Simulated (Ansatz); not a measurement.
quartet P: levels of theory in one basis

A single P atom.

Basis set: STO-3G (spherical functions). Left uncorrelated: 5 orbitals. Correlation on ROHF uses semicanonical orbitals with singles. Charge 0, multiplicity 4.

Computed with Ansatz (development build ahead of 0.2.0); each method stands on the lowest determinant of its kind that the runs found.

| method | E − E(ROHF) (eV) | <S²> of the determinant |
| --- | --- | --- |
| ROHF | 0.00 | 3.75 |
| ROHF-MP2 | 0.00 | – |
| ROHF-CCSD(T) | 0.00 | – |

Task: Is a single determinant a sound starting point here?

Result: By this sign, yes. Unrestricted orbitals gain 0.00 eV and <S²> is 3.75 against 3.75 for a pure state.
